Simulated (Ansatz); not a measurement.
`C[SiH2]C[SiH2]F` + H–F → `F[SiH2]C[SiH2]F` + CH₄  (ligand exchange at the Si–C bond)

Calculated with Ansatz (gas phase, PBE0-D4/def2-TZVP geometries, no zero-point term in ΔE). CCSD(T)/CBS is the MP2 limit (def2-TZVPP, def2-QZVPP) plus CCSD(T) − MP2 in def2-TZVPP, frozen cores. This one scheme is used for every species. DFT in def2-TZVPP. B3LYP here is the variant with VWN-RPA as its local correlation; programs differ in this. Each species was taken in one conformer, which may not be the lowest.

| level | ΔE (kcal/mol) | difference from CCSD(T)/CBS |
| --- | --- | --- |
| PBE-D4 | -30.8 | 2.2 |
| B3LYP-D4 | -34.2 | -1.2 |
| ωB97M-V | -33.6 | -0.6 |
| B2PLYP | -35.6 | -2.6 |
| PBE | -32.3 | 0.7 |
| r2SCAN | -34.7 | -1.7 |
| PBE0 | -32.5 | 0.5 |
| B3LYP | -36.5 | -3.5 |
| MP2/def2-TZVPP | -33.1 | -0.1 |
| SCS-MP2/def2-TZVPP | -34.7 | -1.7 |
| CCSD(T)/def2-TZVPP | -33.1 | -0.1 |
| HF/def2-QZVPP | -40.0 | -7.0 |
| MP2/def2-QZVPP | -33.2 | -0.2 |
| HF/CBS(def2) | -40.1 | -7.1 |
| MP2/CBS(def2) | -33.0 | 0.0 |
| CCSD/CBS(def2) | -33.8 | -0.8 |
| CCSD(T)/CBS | -33.0 | 0 |

Largest T1 diagnostic among the species: 0.011.

In def2-TZVPP, CCSD(T) changes the Hartree–Fock value by +6.5 kcal/mol (the triples alone add +0.8 kcal/mol) and MP2 by +6.5 kcal/mol. The D4 term adds +2.3 kcal/mol with B3LYP and +1.3 kcal/mol with PBE0; it sums over pairs of atoms, weighted by their polarisabilities, and B3LYP, whose exchange is more repulsive, gets the larger term.
